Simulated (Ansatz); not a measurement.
Ansatz (a program for electronic structure) input file for C2H8FNSi2, SMILES F[C@H]([SiH3])/N=C\[SiH3], B3LYP-D3(BJ)/def2-SVP. 

Ansatz 0.2 input:
```yaml
crystal:
  periodic: [false, false, false]
  atoms:
    - {symbol: F, position_ang: [0.07203967, 0.31957575, -1.36820428]}
    - {symbol: C, position_ang: [0.82415626, 0.74595352, -0.24705271]}
    - {symbol: Si, position_ang: [2.24252247, -0.53321120, 0.06367312]}
    - {symbol: N, position_ang: [0.10896036, 0.87486740, 0.92705175]}
    - {symbol: C, position_ang: [-1.05998059, 0.43049509, 1.11761632]}
    - {symbol: Si, position_ang: [-2.23038881, -0.45877653, -0.08932172]}
    - {symbol: H, position_ang: [1.22805638, 1.72304180, -0.53141740]}
    - {symbol: H, position_ang: [3.08334128, 0.02202124, 1.11921068]}
    - {symbol: H, position_ang: [1.60707311, -1.78560929, 0.46506467]}
    - {symbol: H, position_ang: [2.95678382, -0.67613495, -1.20404058]}
    - {symbol: H, position_ang: [-1.41887496, 0.59824895, 2.13102251]}
    - {symbol: H, position_ang: [-3.39167634, -0.82017472, 0.73239691]}
    - {symbol: H, position_ang: [-2.63891473, 0.44208344, -1.16158464]}
    - {symbol: H, position_ang: [-1.59179352, -1.67459376, -0.59047722]}
basis:
  gaussian:
    orbitals: def2-SVP
hamiltonian:
  xc: b3lyp
  dispersion: d3bj
relax: {f_tol: 0.002, max_steps: 200}
```

Program output:

```
WARN ansatz: RAYON_NUM_THREADS=2 ignored (pool sized by the plan → 2); use --threads N
Functional definition: B3LYP
integrals: 0.11 GiB planned
1416 factors; integrals over basis functions are off by at most 4.5e-4 eV
mean field: 0.83 GiB planned
mean field evaluation 1: about -22152.4560 eV, gradient 4.1e1 eV
mean field evaluation 2: about -22149.9189 eV, gradient 5.3e1 eV
mean field evaluation 4: about -22156.4043 eV, gradient 4.8e0 eV
mean field evaluation 8: about -22156.4856 eV, gradient 7.1e-2 eV
mean field -22156.48560130 eV, -814.2358276424 hartree, gradient 4.5e-5 eV, S^2 0.000000; 0 other end points of the search recorded, 0 dependent functions left out
the calculation of the forces begins
reference -22156.48590201 eV, -814.2358386934 hartree; 32, 32 occupied and 100, 100 virtual orbitals, 1416 factors
relax step   1: F+E_penalty+E_count = -22157.09815824 eV  Δ(F+E_penalty+E_count) = +0.000e0 eV  max|allowed force component| = 6.039e-1 eV/Å  Δτ_max = 0.0000 Å  (26 SCF iters, accepted)
these checks for a lower state are left out or cut short: starts, cluster_reference, orbital_swaps, neighbouring_geometries, increment
integrals: 0.11 GiB planned
1416 factors; integrals over basis functions are off by at most 4.5e-4 eV
mean field: 0.83 GiB planned
mean field evaluation 16: about -22156.5251 eV, gradient 2.9e0 eV
mean field -22156.57801139 eV, -814.2392236507 hartree, gradient 1.8e-5 eV, S^2 0.000000; 0 other end points of the search recorded, 0 dependent functions left out
the calculation of the forces begins
reference -22156.57831497 eV, -814.2392348071 hartree; 32, 32 occupied and 100, 100 virtual orbitals, 1416 factors
relax step   2: F+E_penalty+E_count = -22157.18167788 eV  Δ(F+E_penalty+E_count) = -8.352e-2 eV  max|allowed force component| = 2.364e-1 eV/Å  Δτ_max = 0.0856 Å  (31 SCF iters, accepted)
these checks for a lower state are left out or cut short: starts, cluster_reference, orbital_swaps, neighbouring_geometries, increment
integrals: 0.11 GiB planned
1416 factors; integrals over basis functions are off by at most 4.7e-4 eV
mean field: 0.83 GiB planned
mean field -22156.58416575 eV, -814.2394498190 hartree, gradient 1.7e-5 eV, S^2 0.000000; 0 other end points of the search recorded, 0 dependent functions left out
the calculation of the forces begins
reference -22156.58446985 eV, -814.2394609946 hartree; 32, 32 occupied and 100, 100 virtual orbitals, 1416 factors
relax step   3: F+E_penalty+E_count = -22157.18752565 eV  Δ(F+E_penalty+E_count) = -5.848e-3 eV  max|allowed force component| = 1.851e-1 eV/Å  Δτ_max = 0.0354 Å  (31 SCF iters, accepted)
these checks for a lower state are left out or cut short: starts, cluster_reference, orbital_swaps, neighbouring_geometries, increment
integrals: 0.11 GiB planned
1416 factors; integrals over basis functions are off by at most 4.8e-4 eV
mean field: 0.83 GiB planned
mean field evaluation 32: about -22156.5866 eV, gradient 1.2e-1 eV
mean field -22156.58664005 eV, -814.2395407478 hartree, gradient 1.7e-5 eV, S^2 0.000000; 0 other end points of the search recorded, 0 dependent functions left out
the calculation of the forces begins
reference -22156.58694397 eV, -814.2395519168 hartree; 32, 32 occupied and 100, 100 virtual orbitals, 1416 factors
relax step   4: F+E_penalty+E_count = -22157.18965330 eV  Δ(F+E_penalty+E_count) = -2.128e-3 eV  max|allowed force component| = 8.500e-2 eV/Å  Δτ_max = 0.0267 Å  (31 SCF iters, accepted)
these checks for a lower state are left out or cut short: starts, cluster_reference, orbital_swaps, neighbouring_geometries, increment
integrals: 0.11 GiB planned
1416 factors; integrals over basis functions are off by at most 4.8e-4 eV
mean field: 0.83 GiB planned
mean field -22156.58714554 eV, -814.2395593245 hartree, gradient 1.7e-5 eV, S^2 0.000000; 0 other end points of the search recorded, 0 dependent functions left out
the calculation of the forces begins
reference -22156.58744948 eV, -814.2395704941 hartree; 32, 32 occupied and 100, 100 virtual orbitals, 1416 factors
relax step   5: F+E_penalty+E_count = -22157.19016593 eV  Δ(F+E_penalty+E_count) = -5.126e-4 eV  max|allowed force component| = 9.850e-2 eV/Å  Δτ_max = 0.0216 Å  (30 SCF iters, accepted)
these checks for a lower state are left out or cut short: starts, cluster_reference, orbital_swaps, neighbouring_geometries, increment
integrals: 0.11 GiB planned
1416 factors; integrals over basis functions are off by at most 4.8e-4 eV
mean field: 0.83 GiB planned
mean field -22156.58856179 eV, -814.2396113706 hartree, gradient 1.0e-5 eV, S^2 0.000000; 0 other end points of the search recorded, 0 dependent functions left out
the calculation of the forces begins
reference -22156.58886565 eV, -814.2396225372 hartree; 32, 32 occupied and 100, 100 virtual orbitals, 1416 factors
relax step   6: F+E_penalty+E_count = -22157.19111787 eV  Δ(F+E_penalty+E_count) = -9.519e-4 eV  max|allowed force component| = 2.257e-2 eV/Å  Δτ_max = 0.0072 Å  (25 SCF iters, accepted)
these checks for a lower state are left out or cut short: starts, cluster_reference, orbital_swaps, neighbouring_geometries, increment
integrals: 0.11 GiB planned
1416 factors; integrals over basis functions are off by at most 4.8e-4 eV
mean field: 0.83 GiB planned
mean field -22156.58949922 eV, -814.2396458206 hartree, gradient 1.1e-5 eV, S^2 0.000000; 0 other end points of the search recorded, 0 dependent functions left out
the calculation of the forces begins
reference -22156.58980301 eV, -814.2396569847 hartree; 32, 32 occupied and 100, 100 virtual orbitals, 1416 factors
relax step   7: F+E_penalty+E_count = -22157.19143883 eV  Δ(F+E_penalty+E_count) = -3.210e-4 eV  max|allowed force component| = 1.695e-2 eV/Å  Δτ_max = 0.0198 Å  (24 SCF iters, accepted)
these checks for a lower state are left out or cut short: starts, cluster_reference, orbital_swaps, neighbouring_geometries, increment
integrals: 0.11 GiB planned
1416 factors; integrals over basis functions are off by at most 4.9e-4 eV
mean field: 0.83 GiB planned
mean field -22156.59030518 eV, -814.2396754392 hartree, gradient 1.7e-5 eV, S^2 0.000000; 0 other end points of the search recorded, 0 dependent functions left out
the calculation of the forces begins
reference -22156.59060895 eV, -814.2396866025 hartree; 32, 32 occupied and 100, 100 virtual orbitals, 1416 factors
relax step   8: F+E_penalty+E_count = -22157.19160098 eV  Δ(F+E_penalty+E_count) = -1.622e-4 eV  max|allowed force component| = 1.498e-2 eV/Å  Δτ_max = 0.0221 Å  (24 SCF iters, accepted)
these checks for a lower state are left out or cut short: starts, cluster_reference, orbital_swaps, neighbouring_geometries, increment
integrals: 0.11 GiB planned
1416 factors; integrals over basis functions are off by at most 4.9e-4 eV
mean field: 0.83 GiB planned
mean field evaluation 64: about -22156.5908 eV, gradient 5.4e-4 eV
mean field -22156.59078391 eV, -814.2396930320 hartree, gradient 1.9e-5 eV, S^2 0.000000; 0 other end points of the search recorded, 0 dependent functions left out
the calculation of the forces begins
reference -22156.59108772 eV, -814.2397041968 hartree; 32, 32 occupied and 100, 100 virtual orbitals, 1416 factors
relax step   9: F+E_penalty+E_count = -22157.19167464 eV  Δ(F+E_penalty+E_count) = -7.366e-5 eV  max|allowed force component| = 1.433e-2 eV/Å  Δτ_max = 0.0119 Å  (24 SCF iters, accepted)
these checks for a lower state are left out or cut short: starts, cluster_reference, orbital_swaps, neighbouring_geometries, increment
integrals: 0.11 GiB planned
1416 factors; integrals over basis functions are off by at most 4.9e-4 eV
mean field: 0.83 GiB planned
mean field -22156.59125362 eV, -814.2397102937 hartree, gradient 2.6e-5 eV, S^2 0.000000; 0 other end points of the search recorded, 0 dependent functions left out
the calculation of the forces begins
reference -22156.59155748 eV, -814.2397214601 hartree; 32, 32 occupied and 100, 100 virtual orbitals, 1416 factors
relax step  10: F+E_penalty+E_count = -22157.19172624 eV  Δ(F+E_penalty+E_count) = -5.160e-5 eV  max|allowed force component| = 7.223e-3 eV/Å  Δτ_max = 0.0109 Å  (24 SCF iters, accepted)
these checks for a lower state are left out or cut short: starts, cluster_reference, orbital_swaps, neighbouring_geometries, increment
integrals: 0.11 GiB planned
1416 factors; integrals over basis functions are off by at most 4.9e-4 eV
mean field: 0.83 GiB planned
mean field -22156.59141385 eV, -814.2397161820 hartree, gradient 1.3e-5 eV, S^2 0.000000; 0 other end points of the search recorded, 0 dependent functions left out
the calculation of the forces begins
reference -22156.59171776 eV, -814.2397273504 hartree; 32, 32 occupied and 100, 100 virtual orbitals, 1416 factors
relax step  11: F+E_penalty+E_count = -22157.19174061 eV  Δ(F+E_penalty+E_count) = -1.437e-5 eV  max|allowed force component| = 8.314e-3 eV/Å  Δτ_max = 0.0050 Å  (24 SCF iters, accepted)
these checks for a lower state are left out or cut short: starts, cluster_reference, orbital_swaps, neighbouring_geometries, increment
integrals: 0.11 GiB planned
1416 factors; integrals over basis functions are off by at most 4.9e-4 eV
mean field: 0.83 GiB planned
mean field -22156.59147167 eV, -814.2397183067 hartree, gradient 3.4e-5 eV, S^2 0.000000; 0 other end points of the search recorded, 0 dependent functions left out
the calculation of the forces begins
reference -22156.59177558 eV, -814.2397294752 hartree; 32, 32 occupied and 100, 100 virtual orbitals, 1416 factors
relax step  12: F+E_penalty+E_count = -22157.19174532 eV  Δ(F+E_penalty+E_count) = -4.715e-6 eV  max|allowed force component| = 3.699e-3 eV/Å  Δτ_max = 0.0022 Å  (21 SCF iters, accepted)
these checks for a lower state are left out or cut short: starts, cluster_reference, orbital_swaps, neighbouring_geometries, increment
integrals: 0.11 GiB planned
1416 factors; integrals over basis functions are off by at most 4.9e-4 eV
mean field: 0.83 GiB planned
mean field -22156.59144097 eV, -814.2397171786 hartree, gradient 2.8e-5 eV, S^2 0.000000; 0 other end points of the search recorded, 0 dependent functions left out
the calculation of the forces begins
reference -22156.59174486 eV, -814.2397283464 hartree; 32, 32 occupied and 100, 100 virtual orbitals, 1416 factors
relax step  13: F+E_penalty+E_count = -22157.19174753 eV  Δ(F+E_penalty+E_count) = -2.209e-6 eV  max|allowed force component| = 1.597e-3 eV/Å  Δτ_max = 0.0006 Å  (20 SCF iters, accepted)
integrals: 0.11 GiB planned
1416 factors; integrals over basis functions are off by at most 4.9e-4 eV
mean field: 0.83 GiB planned
mean field evaluation 96: about -22156.5910 eV, gradient 4.1e-1 eV
mean field -22156.59144097 eV, -814.2397171786 hartree, gradient 2.8e-5 eV, S^2 0.000000; 1 other end points of the search recorded, 0 dependent functions left out
the calculation of the forces begins
reference -22156.59174486 eV, -814.2397283464 hartree; 32, 32 occupied and 100, 100 virtual orbitals, 1416 factors
Total energy: -22157.19205142 eV, -814.2617892057 hartree
Atom 0 at     0.079017     0.225859    -1.320985 Å, force    -0.000122     0.000318     0.000206 eV/Å
Atom 1 at     0.833303     0.721691    -0.223233 Å, force    -0.000551     0.000145    -0.001597 eV/Å
Atom 2 at     2.302555    -0.493614     0.047545 Å, force     0.000022     0.000547     0.000535 eV/Å
Atom 3 at     0.113210     0.847667     0.973232 Å, force     0.000589    -0.000691     0.001438 eV/Å
Atom 4 at    -1.080819     0.426473     1.138895 Å, force    -0.000049     0.001132    -0.000311 eV/Å
Atom 5 at    -2.273124    -0.433021    -0.093116 Å, force    -0.000225    -0.000779     0.000861 eV/Å
Atom 6 at     1.199140     1.719391    -0.526538 Å, force     0.000343    -0.000242     0.000124 eV/Å
Atom 7 at     3.220984     0.052928     1.082086 Å, force    -0.000091    -0.000117    -0.000037 eV/Å
Atom 8 at     1.725078    -1.792560     0.484745 Å, force     0.000172     0.000139    -0.000056 eV/Å
Atom 9 at     3.026167    -0.654216    -1.243536 Å, force    -0.000235    -0.000230    -0.000054 eV/Å
Atom 10 at    -1.483628     0.580244     2.155964 Å, force    -0.000071    -0.000071    -0.000602 eV/Å
Atom 11 at    -3.497639    -0.742117     0.705496 Å, force     0.000053    -0.000462    -0.000078 eV/Å
Atom 12 at    -2.662536     0.462320    -1.215513 Å, force     0.000763     0.000081    -0.000107 eV/Å
Atom 13 at    -1.710404    -1.713259    -0.601105 Å, force    -0.000596     0.000230    -0.000323 eV/Å
Dipole moment:     0.151419     0.038650     0.051929 e Å
```

The calculation finished and met its thresholds.

Cost: roughly 80 core-seconds.
